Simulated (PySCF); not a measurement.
A compound of formula C14H11F9O3S has these computed shifts in ppm, with the number of atoms in brackets (GIAO KT3/pcSseg-1, gas phase, PySCF SCF with an in-house response code, fitting set def2-universal-JFIT, grid level 2, non-relativistic, geometry: GFN2-xTB; 13C, 1H against isolated TMS; 19F against isolated CFCl3; 17O against isolated H2O; 33S against isolated CS2).

17O: 636.7 (1), 215.9 (2)
13C: 193.3 (1), 133.3 (1), 125.8 (1), 125.0 (1), 124.8 (1), 121.8 (2), 121.4 (2), 115.9 (1), 114.6 (1), 82.4 (1), 23.4 (2)
1H: 7.98 (2), 7.49 (1), 7.47 (2), 1.88 (6)
33S: 320.9 (1)
19F: -110.6 (3), -118.3 (2), -150.2 (2), -155.4 (2)

(1) Which structure gave them?

Answers

(1) CC(C)(C(=O)c1ccccc1)S(=O)(=O)C(F)(F)C(F)(F)C(F)(F)C(F)(F)F. Other isomers were not compared.
